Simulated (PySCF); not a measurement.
# A search over the determinants of LiSn

Unrestricted PBE0; Li def2-SVP, Sn def2-SVP with ECP28; scalar-relativistic core potentials (PySCF 2.14). Outer shells of the fragments: Li 2s1; Sn 4d10 5s2 5p2.

Followed along the bond (rough minima from three points):

```csv
2Ms+1,unpaired,⟨S²⟩ at the start,R at minimum (Å),Te (eV)
4,"σ ↑, π ↑↑",3.75,2.58,0.00
2,π ↑,0.75,2.79,0.37
2,"σ ↑, π ↑↓",1.76,2.61,0.53
2,"σ ↓, π ↑↑",1.76,2.64,0.56
2,σ ↑,0.76,2.60,1.23
```

Solutions found at the starting distance of 2.635 Å, counted from the lowest of them; the search is not exhaustive and high or unbound solutions are not listed, so other states can lie among these:

```
2Ms+1   unpaired   term  E (eV)  ⟨S²⟩  ⟨Lz²⟩  μ (D)
    4  σ ↑, π ↑↑    ⁴Σ⁻    0.00  3.75   0.00  -6.08
    2        π ↑     ²Π    0.40  0.75   1.00  -5.04
    2  σ ↑, π ↑↓  mixed    0.53  1.76   2.01  -5.98
    2  σ ↓, π ↑↑  mixed    0.56  1.76   0.00  -6.19
    2        σ ↑  mixed    1.22  0.76   2.00  -5.51
    4  σ ↑↑, π ↑     ⁴Π    1.89  3.75   1.00   5.00
    2        π ↑     ²Π    2.06  0.76   1.01  -5.29
    4  σ ↑, π ↑↑  mixed    3.38  3.75   2.00   1.15
```

A term symbol is given only where ⟨S²⟩ and ⟨Lz²⟩ are close to those of a pure state; real π, δ and φ orbitals otherwise mix terms. A positive dipole means Li(−)Sn(+).

Spin–orbit coupling is left out. Counting both spins, an empty level lies below a filled one in some of these solutions, because spin and occupation are held.
